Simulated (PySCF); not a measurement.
# Correlation energy of Sn²⁺ (tin, charge +2)

[Kr] 4d10 5s2, closed-shell 1S. Computed with PySCF 2.14 in def2-SVP with the def2 core potential (28 electrons) (4s4p2d, 26 functions), with scalar relativity through the core potential. Frozen: 4s2 4p6 4d10; 2 electrons correlated.

Total MP2 correlation energy: -21.81 mhartree.

Same-spin part 0.00 and opposite-spin part -21.81 mhartree; SCS-MP2 scales them by 1/3 and 6/5 to -26.18 mhartree.

With two correlated electrons CCSD is exact within the correlated space (frozen core and kept virtual orbitals).

| level | correlation energy (mhartree) |
| --- | --- |
| CCSD | -32.39 |

Diagnostics: T1 = 0.0023, D1 = 0.0032, largest double amplitude 0.101.

Cost of the coupled-cluster step: 0.02 s of wall time on 1 thread of Intel(R) Xeon(R) 6975P-C (shared host), for 2 correlated electrons.

Iterations:

```
CC2 = 0
CCSD nocc = 1, nmo = 17
frozen orbitals [0, 1, 2, 3, 4, 5, 6, 7, 8]
max_cycle = 100
direct = 0
conv_tol = 1e-08
conv_tol_normt = 1e-06
diis_space = 8
diis_start_cycle = 0
Init t2, MP2 energy = -212.601968797048  E_corr(MP2) -0.0218139693173802
Init E_corr(CCSD) = -0.0218139693181049
cycle = 1  E_corr(CCSD) = -0.0285862890245213  dE = -0.00677231971  norm(t1,t2) = 0.0426652
cycle = 2  E_corr(CCSD) = -0.0309105840857297  dE = -0.00232429506  norm(t1,t2) = 0.0169366
cycle = 3  E_corr(CCSD) = -0.0324077451155378  dE = -0.00149716103  norm(t1,t2) = 0.00708313
cycle = 4  E_corr(CCSD) = -0.0323924173575381  dE = 1.5327758e-05  norm(t1,t2) = 0.000261454
cycle = 5  E_corr(CCSD) = -0.0323938825314289  dE = -1.46517389e-06  norm(t1,t2) = 1.93104e-05
cycle = 6  E_corr(CCSD) = -0.0323927318963984  dE = 1.15063503e-06  norm(t1,t2) = 4.408e-06
cycle = 7  E_corr(CCSD) = -0.0323929513209287  dE = -2.1942453e-07  norm(t1,t2) = 8.47486e-07
cycle = 8  E_corr(CCSD) = -0.0323929364534891  dE = 1.48674396e-08  norm(t1,t2) = 1.36629e-07
cycle = 9  E_corr(CCSD) = -0.0323929312903897  dE = 5.16309942e-09  norm(t1,t2) = 6.95395e-08
CCSD converged
E(CCSD) = -212.6125477590213  E_corr = -0.03239293129038966
```
